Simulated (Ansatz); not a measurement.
System: C$_{3}$H$_{2}$Cl$_{2}$, charge 0, singlet. C3H2Cl2 (SMILES ClC=C=CCl).
B3LYP-D3(BJ)/def2-TZVP minimum from Ansatz (a program for electronic structure):
```xyz
7

Cl    -2.3768    -0.5500    -0.5967
C     -1.3048     0.5745     0.1975
C     -0.0296     0.6173    -0.0315
C      1.2449     0.6735    -0.2612
Cl     2.4156    -0.2568     0.6379
H     -1.8113     1.2266     0.8957
H      1.6901     1.2967    -1.0245
```

Total energies in cc-pV(D+d)Z, 28 correlated electrons, 13 frozen orbitals. Radicals and triplets start from unrestricted determinants; spin-orbit coupling is neglected. Cores are frozen in correlated methods. No relativity. The restricted determinant of C3H2Cl2 (ClC=C=CCl, singlet) is unstable towards broken spin symmetry in at least one set run.

| method | program | energy (Eh) | minus CCSDT(Q) (mEh) |
|---|---|---|---|
| HF | Ansatz | -1033.70852 | 734.53 |
| MP2 | Ansatz | -1034.36800 | 75.05 |
| CCSD | Ansatz | -1034.41377 | 29.28 |
| CCSD(T) | Ansatz | -1034.43984 | 3.21 |
| CCSDT(Q) | Ansatz | -1034.44305 | 0.00 |

Rough core times of Ansatz's runs on a shared machine: CCSD(T) under 20 s, CCSDT(Q) 40 min.
